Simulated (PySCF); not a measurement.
Run record: EPR job, `[SiH3]c1[c]cc(cc1)[SiH3]` [radical].

Computed with UKS B3LYP, pcH-1 on C H Si, non-relativistic, mean-field spin-orbit, GIAO (PySCF 2.14.0). Geometry: GFN2-xTB. A driver script takes a list of jobs; this job's settings line and coordinates (Å) are shown.

Input:
```
{"job": {"kind": "epr", "basis": "pcH-1"}, "charge": 0, "multiplicity": 2}
Si     3.302571    -0.520938     0.460420
C      1.454318    -0.223418     0.216480
C      0.704347     0.330784     1.214539
C     -0.627578     0.597847     1.170083
C     -1.312183     0.275881    -0.011583
Si    -3.163725     0.603252    -0.178593
C     -0.586597    -0.289982    -1.055419
C      0.769276    -0.540411    -0.960690
H      3.804259    -1.314967    -0.665006
H      3.994543     0.769421     0.506055
H      3.498471    -1.241731     1.718895
H     -1.159040     1.038084     2.001582
H     -3.852796    -0.661783    -0.446998
H     -3.648964     1.186194     1.072857
H     -3.386162     1.531270    -1.290299
H     -1.102865    -0.545295    -1.971531
H      1.305128    -0.982179    -1.790702
```

Q: What does the run print?

A: 
```
UKS, coarse grid
  cycle   1  E = -812.94479283  |g| = 2.98e-01
  cycle   2  E = -812.93660350  |g| = 3.14e-01
  cycle   3  E = -812.98641658  |g| = 4.94e-02
  cycle   4  E = -812.98743273  |g| = 2.60e-02
  cycle   5  E = -812.98776140  |g| = 1.15e-02
  cycle   6  E = -812.98784517  |g| = 3.31e-03
  cycle   7  E = -812.98785480  |g| = 1.97e-03
  cycle   8  E = -812.98786082  |g| = 7.67e-04
UKS, final grid
  cycle   1  E = -812.98782786  |g| = 1.11e-03
  cycle   2  E = -812.98782612  |g| = 2.26e-03
  cycle   3  E = -812.98782906  |g| = 2.27e-04
  cycle   4  E = -812.98782929  |g| = 2.08e-04
  cycle   5  E = -812.98782936  |g| = 6.92e-05
  cycle   6  E = -812.98782936  |g| = 1.94e-05
E = -812.98782936 Eh   <S^2> = 0.7567 (exact 0.7500)
g shifts (ppm)      1          2          3
  rmc          -168       -168       -168
  gc             28         11        -31
  oz_so        -711       -145        971
  total        -851       -302        772
hyperfine (MHz)  atom isotope    a_iso     a_fc   dipolar eigenvalues
    0  29Si     -44.93     -44.98     -7.78      3.72      4.06
    1   13C      35.15      35.16    -13.08     -1.45     14.53
    2   13C     382.64     382.77    -77.06    -61.14    138.20
    3   13C      17.88      17.89    -13.95     -2.87     16.82
    4   13C      38.33      38.34     -6.89     -3.10      9.99
    5  29Si     -10.07     -10.09     -3.85      1.85      2.00
    6   13C      -7.06      -7.07     -6.18      2.26      3.91
    7   13C      50.66      50.67     -6.91     -3.31     10.23
    8    1H       9.04       9.04     -1.44     -1.02      2.46
    9    1H      -2.58      -2.58     -2.26     -1.80      4.06
   10    1H      -2.46      -2.46     -2.72     -2.06      4.78
   11    1H      49.62      49.62     -6.84     -5.59     12.43
   12    1H       2.57       2.57     -0.81     -0.56      1.37
   13    1H      -0.75      -0.75     -1.04     -0.66      1.70
   14    1H       2.38       2.38     -0.81     -0.57      1.37
   15    1H       9.54       9.54     -1.65      0.28      1.37
   16    1H      11.39      11.39     -3.42     -2.24      5.66
```

rmc, gc and oz_so are the mass-correction, gauge-correction and orbital-Zeeman/spin–orbit parts of the g shift along its three principal axes; a_iso is the isotropic hyperfine coupling and a_fc its Fermi-contact part. Atoms in this output count from 0.

Q: How far is ⟨S²⟩ from the pure-spin value?

A: S = 0.5 gives S(S+1) = 0.75; the run has 0.7567, 0.0067 more.

Q: Get g_iso from the total shifts.

A: Their mean is -127 ppm; added to g_e = 2.002319 it gives 2.00219.

Main results: ⟨S²⟩ 0.757; g_iso 2.0022.

Isolated species at its GFN2-xTB geometry, gas phase.

Q: Estimate the wall time. Hardware: Arm Neoverse V1, one thread (shared host).

A: About 2.2 min.
Labels such as C1 count atoms from 1, the log's own numbers from 0.
